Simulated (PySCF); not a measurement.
Two-component Hartree-Fock for Ir⁺ (iridium, charge +1)

Start: [Xe] 4f14 5d8; 5d3/2 filled at m_j = -1/2, +1/2, +3/2; 5d5/2 filled at m_j = -3/2, -1/2, +1/2, +3/2, +5/2. Calculated with PySCF 2.14 in x2c-TZVPall-2c with one added diffuse shell each of s, p, d type (12s12p11d2f, 117 functions): generalised Hartree-Fock with the X2C-1e Hamiltonian and a Gaussian nucleus; spin-orbit coupling (SO) screened by Boettger's factors. This is a chosen level, not necessarily the ground level.

```json
{"spinor shell": "1s1/2", "electrons": "2", "ε, screened SO (eV)": "-76513.1", "weight of nominal j (screened SO)": "1.000", "rms radius, screened SO (bohr)": "0.0197"}
{"spinor shell": "2s1/2", "electrons": "2", "ε, screened SO (eV)": "-13533.4", "weight of nominal j (screened SO)": "1.000", "rms radius, screened SO (bohr)": "0.0795"}
{"spinor shell": "2p1/2", "electrons": "2", "ε, screened SO (eV)": "-12941.8", "weight of nominal j (screened SO)": "1.000", "rms radius, screened SO (bohr)": "0.0675"}
{"spinor shell": "2p3/2", "electrons": "4", "ε, screened SO (eV)": "-11308.5", "weight of nominal j (screened SO)": "1.000", "rms radius, screened SO (bohr)": "0.0752"}
{"spinor shell": "3s1/2", "electrons": "2", "ε, screened SO (eV)": "-3234.5", "weight of nominal j (screened SO)": "1.000", "rms radius, screened SO (bohr)": "0.203"}
{"spinor shell": "3p1/2", "electrons": "2", "ε, screened SO (eV)": "-2970.2", "weight of nominal j (screened SO)": "1.000", "rms radius, screened SO (bohr)": "0.195"}
{"spinor shell": "3p3/2", "electrons": "4", "ε, screened SO (eV)": "-2606.9", "weight of nominal j (screened SO)": "1.000", "rms radius, screened SO (bohr)": "0.210"}
{"spinor shell": "3d3/2", "electrons": "4", "ε, screened SO (eV)": "-2170.5", "weight of nominal j (screened SO)": "1.000", "rms radius, screened SO (bohr)": "0.185"}
{"spinor shell": "3d5/2", "electrons": "6", "ε, screened SO (eV)": "-2092.4", "weight of nominal j (screened SO)": "1.000", "rms radius, screened SO (bohr)": "0.189"}
{"spinor shell": "4s1/2", "electrons": "2", "ε, screened SO (eV)": "-728.73", "weight of nominal j (screened SO)": "1.000", "rms radius, screened SO (bohr)": "0.450"}
{"spinor shell": "4p1/2", "electrons": "2", "ε, screened SO (eV)": "-616.09", "weight of nominal j (screened SO)": "1.000", "rms radius, screened SO (bohr)": "0.456"}
{"spinor shell": "4p3/2", "electrons": "4", "ε, screened SO (eV)": "-529.00", "weight of nominal j (screened SO)": "1.000", "rms radius, screened SO (bohr)": "0.490"}
{"spinor shell": "4d3/2", "electrons": "4", "ε, screened SO (eV)": "-343.99", "weight of nominal j (screened SO)": "1.000", "rms radius, screened SO (bohr)": "0.507"}
{"spinor shell": "4d5/2", "electrons": "6", "ε, screened SO (eV)": "-327.13", "weight of nominal j (screened SO)": "1.000", "rms radius, screened SO (bohr)": "0.519"}
{"spinor shell": "5s1/2", "electrons": "2", "ε, screened SO (eV)": "-120.36", "weight of nominal j (screened SO)": "1.000", "rms radius, screened SO (bohr)": "1.06"}
{"spinor shell": "4f5/2", "electrons": "6", "ε, screened SO (eV)": "-89.104", "weight of nominal j (screened SO)": "0.998", "rms radius, screened SO (bohr)": "0.586"}
{"spinor shell": "4f7/2", "electrons": "8", "ε, screened SO (eV)": "-85.884", "weight of nominal j (screened SO)": "0.999", "rms radius, screened SO (bohr)": "0.587"}
{"spinor shell": "5p1/2", "electrons": "2", "ε, screened SO (eV)": "-83.670", "weight of nominal j (screened SO)": "0.995", "rms radius, screened SO (bohr)": "1.16"}
{"spinor shell": "5p3/2", "electrons": "4", "ε, screened SO (eV)": "-68.254", "weight of nominal j (screened SO)": "0.998", "rms radius, screened SO (bohr)": "1.26"}
{"spinor shell": "5d5/2", "electrons": "5", "ε, screened SO (eV)": "-18.292", "weight of nominal j (screened SO)": "0.716", "rms radius, screened SO (bohr)": "1.87"}
{"spinor shell": "5d3/2", "electrons": "3", "ε, screened SO (eV)": "-19.146", "weight of nominal j (screened SO)": "0.821", "rms radius, screened SO (bohr)": "1.83"}
```

```json
{"quantity": "E (hartree)", "screened SO": "-17838.72693"}
{"quantity": "M_J", "screened SO": "4"}
{"quantity": "⟨J²⟩", "screened SO": "20.173"}
{"quantity": "⟨L²⟩", "screened SO": "12.625"}
{"quantity": "⟨S²⟩", "screened SO": "2.232"}
```

Each row is a mean over spinors that exchange with the open shell spreads, by up to 6.027 eV (5p3/2).

Rows whose weight is well below 1 are mixtures of j = l ± 1/2: exchange outweighs spin-orbit coupling there, and the label is only the starting occupation.

⟨J²⟩ departs a little from M_J(M_J + 1) because the unrestricted spinors polarise the closed shells.

Breit and QED terms are absent; they matter most for the inner s and p1/2 levels.

Densities and radii are taken from the X2C orbitals without a picture-change correction, which distorts them close to the nucleus.
